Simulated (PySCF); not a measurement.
SCF from a fresh guess for singlet LaH3, at the PBE0 minimum. PySCF input:

```python
from pyscf import gto, scf, dft
mol = gto.M(atom='''
La    -0.000000     0.000000     0.014007
H      2.011287    -0.000012    -0.643496
H     -1.005633     1.741832    -0.643496
H     -1.005654    -1.741820    -0.643496''',
    basis={'La': 'def2-TZVP', 'H': 'def2-TZVP'},
    ecp={'La': 'def2-TZVP'},
    charge=0, spin=0)
mf = dft.RKS(mol, xc='PBE0')
mf.grids.atom_grid = (50, 194)
mf.grids.prune = None
aux = {'La': 'def2-universal-JKFIT', 'H': 'def2-universal-JKFIT'}
mf = mf.density_fit(auxbasis=aux)
mf.conv_tol = 1e-08
mf.diis_space = 10
mf.max_cycle = 60
mf.verbose = 4
# dm0: spherical densities of the free atoms in this basis, scaled to the electron count
mf.diis, mf.max_cycle = scf.ADIIS(), 15
mf.kernel(dm0)
mf.diis, mf.max_cycle = True, 60
mf.kernel(mf.make_rdm1())
```

Excerpt of the output (cycles and frontier levels):

```
init E= -32.8534468210306
  HOMO = -0.292605424259228  LUMO = -0.0987418973478491  gap/eV = 5.27530
cycle= 1 E= -33.2489576227174  delta_E= -0.396  |g|= 0.282  |ddm|= 1.99
  HOMO = -0.22657983282756  LUMO = -0.0980449892593962  gap/eV = 3.49761
cycle= 2 E= -33.2636111304553  delta_E= -0.0147  |g|= 0.225  |ddm|= 0.656
  HOMO = -0.244679344985104  LUMO = -0.0637282538405972  gap/eV = 4.92393
cycle= 3 E= -33.2832512040168  delta_E= -0.0196  |g|= 0.0708  |ddm|= 0.49
  HOMO = -0.248626293026737  LUMO = -0.0822883730314339  gap/eV = 4.52629
cycle= 4 E= -33.2835801405377  delta_E= -0.000329  |g|= 0.0641  |ddm|= 0.203
  HOMO = -0.248258978626561  LUMO = -0.0732404061421634  gap/eV = 4.76250
cycle= 5 E= -33.2850901744025  delta_E= -0.00151  |g|= 0.00414  |ddm|= 0.105
  HOMO = -0.247661190965542  LUMO = -0.073800633633696  gap/eV = 4.73099
cycle= 6 E= -33.285091606843  delta_E= -1.43e-06  |g|= 0.00373  |ddm|= 0.00826
  HOMO = -0.247801579073173  LUMO = -0.073395830693167  gap/eV = 4.74582
cycle= 7 E= -33.2850963794103  delta_E= -4.77e-06  |g|= 0.000358  |ddm|= 0.00528
  HOMO = -0.247810894510536  LUMO = -0.0734644228352441  gap/eV = 4.74421
cycle= 8 E= -33.2850963944721  delta_E= -1.51e-08  |g|= 0.000315  |ddm|= 0.000736
  HOMO = -0.247812129997028  LUMO = -0.0734225955022776  gap/eV = 4.74538
cycle= 9 E= -33.2850964278833  delta_E= -3.34e-08  |g|= 5.16e-05  |ddm|= 0.000504
  HOMO = -0.247807221321573  LUMO = -0.0734302809741596  gap/eV = 4.74504
cycle= 10 E= -33.2850964282105  delta_E= -3.27e-10  |g|= 4.63e-05  |ddm|= 0.000103
  HOMO = -0.247809155811598  LUMO = -0.0734208065241613  gap/eV = 4.74535
Extra cycle  E= -33.2850964283498  delta_E= -1.39e-10  |g|= 4.22e-05  |ddm|= 0.00012
converged SCF energy = -33.2850964283498
init E= -33.2850964283498
  HOMO = -0.247807338281829  LUMO = -0.0734290319018751  gap/eV = 4.74508
cycle= 1 E= -33.2850964284548  delta_E= -1.05e-10  |g|= 3.84e-05  |ddm|= 0.000101
  HOMO = -0.247808811572735  LUMO = -0.0734213644209489  gap/eV = 4.74532
Extra cycle  E= -33.2850964285414  delta_E= -8.67e-11  |g|= 3.5e-05  |ddm|= 9.41e-05
converged SCF energy = -33.2850964285414
```

No lower solution of this spin was found by a stability analysis within the restricted form, which does not test spin polarisation.

Stability towards spin polarisation was not tested.

The search for the lowest solution, with the stability check, took 3.2 s on 2 threads of a shared Arm Neoverse V1 host, with 58 basis functions; the process peaked at 0.31 GiB. Launch command: `OMP_NUM_THREADS=2 python axn.py task.json out`.
